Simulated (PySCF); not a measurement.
A side-by-side comparison of computed properties.

First species: C3H7N3Si.
InChI=1S/C3H7N3Si/c1-6-3(7)2-4-5-6/h2H,1,7H3

Second species: C4H11P.
SMILES: `CPC(C)C`

Levels: CAM-B3LYP/def2-SVPD for dipole moment, HOMO energy, LUMO energy, HOMO–LUMO gap, static isotropic polarisability and electronic spatial extent ⟨r²⟩ about the centre of nuclear charge; TDDFT CAM-B3LYP/def2-SVPD for lowest singlet excitation; TDA CAM-B3LYP/def2-SVPD for lowest triplet excitation (Tamm–Dancoff); GFN2-xTB for rotational constant A and rotational constant C. Geometries: GFN2-xTB. All species are isolated and taken at one optimised geometry, non-relativistic unless stated; the electronic structure was computed with PySCF and density fitting.

The conformers computed, where there is a choice (atom-mapped SMILES and torsion angles):
- `[CH3:1][PH:2][CH:3]([CH3:4])[CH3:5]`: C1–P2–C3–C4 75°

```csv
property,column X,column Y
dipole moment,4.46 D,1.30 D
HOMO energy,-8.89 eV,-8.08 eV
LUMO energy,0.59 eV,1.25 eV
HOMO–LUMO gap,9.48 eV,9.33 eV
lowest singlet excitation,5.68 eV,6.36 eV
lowest triplet excitation (Tamm–Dancoff),4.51 eV,5.36 eV
static isotropic polarisability,80.2 au,76.4 au
electronic spatial extent ⟨r²⟩ about the centre of nuclear charge,907 bohr²,678 bohr²
rotational constant A,3.757 GHz,5.814 GHz
rotational constant C,1.310 GHz,2.074 GHz
```

(1) Which column belongs to which species?

(2) How does each property change from the first species to the second?

## Answers

(1) Column X is the first species and column Y the second. The first has 14 atoms and 60 electrons, the second 16 and 50.

(2) dipole moment -3.16 D; HOMO energy +0.81 eV; LUMO energy +0.66 eV; HOMO–LUMO gap -0.15 eV; lowest singlet excitation +0.68 eV; lowest triplet excitation (Tamm–Dancoff) +0.85 eV; static isotropic polarisability -3.8 au; electronic spatial extent ⟨r²⟩ about the centre of nuclear charge -229 bohr²; rotational constant A +2.057 GHz; rotational constant C +0.764 GHz.

On the first: No computed singlet falls in the visible range (750 to 380 nm, 1.65 to 3.26 eV); S1 lies 2.42 eV above its blue end. The vertical singlet–triplet gap S1 − T1 is 1.17 eV (TDDFT singlet less Tamm–Dancoff triplet; S1: HOMO−1→LUMO, weight 0.90; T1: HOMO→LUMO, weight 0.90).

On the second: The vertical singlet–triplet gap S1 − T1 is 1.00 eV (TDDFT singlet less Tamm–Dancoff triplet; S1: HOMO→LUMO, weight 0.83; T1: HOMO→LUMO, weight 0.40, beside HOMO→LUMO+4, weight 0.22). No computed singlet falls in the visible range (750 to 380 nm, 1.65 to 3.26 eV); S1 lies 3.10 eV above its blue end.
